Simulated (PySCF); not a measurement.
Isomers of [C6H14PSi]+ (charge +1). Method: PySCF, PBE0-D3(BJ)/def2-SVP geometry optimisation, gas phase. One conformer each; no zero-point energy, no entropy. No frequencies were run at this level. Point groups hold within 0.08 Å.

Question: Order them by energy at this level, lowest first, and give relative energies in kJ/mol.
A. `[CH3:1][CH2:2][P@H+:3]1[CH2:4][CH:5]=[C:6]([SiH3:7])[CH2:8]1` (charge +1) with C1–C2–P3–C4 -177°, C2–P3–C4–C5 109°, P3–C4–C5–C6 8°, C5–C6–C8–P3 -8°, C2–P3–C8–C6 -109°
B. `[CH2:1]=[CH:2][C@@H:3]1[C@H:4]([SiH3:5])[CH2:6][P@H+:7]1[CH3:8]` (charge +1) with C1–C2–C3–C4 -129°, C2–C3–C4–Si5 -23°, C3–C4–C6–P7 21°, C4–C6–P7–C8 -140°, C2–C3–P7–C6 142°

Answer: A (0.0), B (101.2).

As drawn, the higher has a four-membered ring, which the lower lacks.

| SMILES | E (Eh) | E rel (kJ/mol) | dipole about centre of mass (D) | point group | A, B, C (MHz) |
| --- | --- | --- | --- | --- | --- |
| CC[P@H+]1CC=C([SiH3])C1 | -866.77599 | 0.0 | 4.60 | C1 | 2625, 762.7, 650.9 |
| C=C[C@@H]1[C@H]([SiH3])C[P@H+]1C | -866.73744 | 101.2 | 4.72 | C1 | 1572, 1189, 764.5 |

Question: How do the relative energies change in single points at PBE0/pcSseg-1 (no added dispersion term) on the same geometries?

Answer: 
```tsv
SMILES	PBE0-D3(BJ)/def2-SVP (kJ/mol)	PBE0/pcSseg-1 (kJ/mol)	shift
CC[P@H+]1CC=C([SiH3])C1	0.0	0.0	0.0
C=C[C@@H]1[C@H]([SiH3])C[P@H+]1C	101.2	101.8	+0.6
```

Each column counts from its own lowest isomer. The order is unchanged; the largest shift is 0.6 kJ/mol.
